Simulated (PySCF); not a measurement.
BrSn, charge +1, singlet, at a GFN2-xTB geometry (such geometries of metal compounds can be far from the true shape) (all electrons, no relativity); HF/3-21G (PySCF).

Input for PySCF:
```python
from pyscf import gto, scf

mol = gto.M(
    atom='''
Sn   -0.00000000   -0.00000000   -1.02177704
Br    0.00000000    0.00000000    1.45968148
''',
    basis='3-21g',
    charge=1,
    verbose=5,
)

mf = scf.RHF(mol)
mf.kernel()
```

### Question
What does PySCF print? Leave out banner, timings and long lists.

### Answer

```
PySCF version 2.14.0

[INPUT] verbose = 5
[INPUT] max_memory = 4000
[INPUT] num. atoms = 2
[INPUT] num. electrons = 84
[INPUT] charge = 1
[INPUT] spin (= nelec alpha-beta = 2S) = 0
[INPUT] symmetry False subgroup None
[INPUT] Mole.unit = angstrom
[INPUT] Symbol           X                Y                Z      unit          X                Y                Z       unit  Magmom
[...]
[INPUT] ---------------- BASIS SET ----------------
[INPUT] l, kappa, [nprim/nctr], expnt,             c_1 c_2 ...
[INPUT] Sn
[...]
                                1928.4692         0.367293
                                423.80797         0.690545
[...]
                                124.9537          0.082863
                                40.39576          0.970151
[...]
                                23.83588          0.066056
                                7.048296          1.081987
[...]
                                2.69304           0.461029
                                1.025958          0.828558
[...]
                                0.203409          1.229226
[...]
                                124.9537          0.611011
                                40.39576          0.395155
[...]
                                23.83588          0.539968
                                7.048296          0.660482
[...]
                                2.69304           0.506719
                                1.025958          0.552911
[...]
                                0.203409          0.990591
[...]
                                30.131576         0.487591
                                9.530036          0.584987
[...]
                                1.712083          0.572761
                                0.577195          0.369039
[INPUT] Br
[...]
                                923.69743         0.372041
                                202.52031         0.685873
[...]
                                58.25357          0.093145
                                18.46933          0.961679
[...]
                                6.821752          0.280266
                                2.291629          0.902036
[...]
                                0.499354          1.336012
[...]
                                58.25357          0.601056
                                18.46933          0.41287
[...]
                                6.821752          0.48661
                                2.291629          0.582423
[...]
[...]
  1.50509222e-01  6.72364608e-01  6.74004753e-01  6.74004753e-01
  7.98761128e-01]
E1 = -12567.866671335923  E2 = 3638.5529365561524  Ecoul = 3886.7045592821455  Exc = -248.1516227259931
cycle= 7 E= -8556.12187537686  delta_E= -6.39e-08  |g|= 1.85e-05  |ddm|= 0.00114
[...]
  mo_energy =
[-1.03518190e+03 -4.86972428e+02 -1.56525669e+02 -1.45670300e+02
 -1.45670300e+02 -1.45669979e+02 -6.49802499e+01 -5.81679180e+01
 -5.81668615e+01 -5.81668615e+01 -3.18345801e+01 -2.72082797e+01
 -2.72082797e+01 -2.72063614e+01 -1.93755054e+01 -1.93755054e+01
 -1.93735050e+01 -1.93735050e+01 -1.93731363e+01 -9.97507275e+00
 -7.55378499e+00 -7.54723312e+00 -7.54723312e+00 -5.84671278e+00
 -4.22700929e+00 -4.22700929e+00 -4.22231517e+00 -3.28193243e+00
 -3.27946805e+00 -3.27946805e+00 -3.27287689e+00 -3.27287689e+00
 -1.71217989e+00 -1.71217989e+00 -1.70758158e+00 -1.70630580e+00
 -1.70630580e+00 -1.19846655e+00 -7.85013237e-01 -6.11682742e-01
 -6.11682742e-01 -5.94933003e-01 -2.34185567e-01 -2.34185567e-01
 -1.26318693e-01  7.67308025e-02  1.48912433e-01  1.48912433e-01
  1.50505818e-01  6.72369865e-01  6.74008215e-01  6.74008215e-01
  7.98763642e-01]
E1 = -12567.866671792402  E2 = 3638.5529370124104  Ecoul = 3886.704555798921  Exc = -248.15161878651043
cycle= 8 E= -8556.12187537708  delta_E= -2.22e-10  |g|= 2.64e-06  |ddm|= 5.51e-05
[...]
  mo_energy =
[-1.03518189e+03 -4.86972428e+02 -1.56525666e+02 -1.45670298e+02
 -1.45670298e+02 -1.45669977e+02 -6.49802498e+01 -5.81679178e+01
 -5.81668613e+01 -5.81668613e+01 -3.18345780e+01 -2.72082776e+01
 -2.72082776e+01 -2.72063593e+01 -1.93755033e+01 -1.93755033e+01
 -1.93735028e+01 -1.93735028e+01 -1.93731342e+01 -9.97507283e+00
 -7.55378505e+00 -7.54723318e+00 -7.54723318e+00 -5.84671106e+00
 -4.22700756e+00 -4.22700756e+00 -4.22231350e+00 -3.28193249e+00
 -3.27946809e+00 -3.27946809e+00 -3.27287690e+00 -3.27287690e+00
 -1.71217820e+00 -1.71217820e+00 -1.70757996e+00 -1.70630416e+00
 -1.70630416e+00 -1.19846648e+00 -7.85012912e-01 -6.11682798e-01
 -6.11682798e-01 -5.94932651e-01 -2.34184935e-01 -2.34184935e-01
 -1.26318205e-01  7.67312880e-02  1.48912915e-01  1.48912915e-01
  1.50506180e-01  6.72369672e-01  6.74008179e-01  6.74008179e-01
  7.98763942e-01]
E1 = -12567.866684513905  E2 = 3638.5529497339285  Ecoul = 3886.704568520181  Exc = -248.15161878625258
Extra cycle  E= -8556.12187537706  delta_E= 1.64e-11  |g|= 8.15e-07  |ddm|= 6.02e-06
converged SCF energy = -8556.12187537706
```
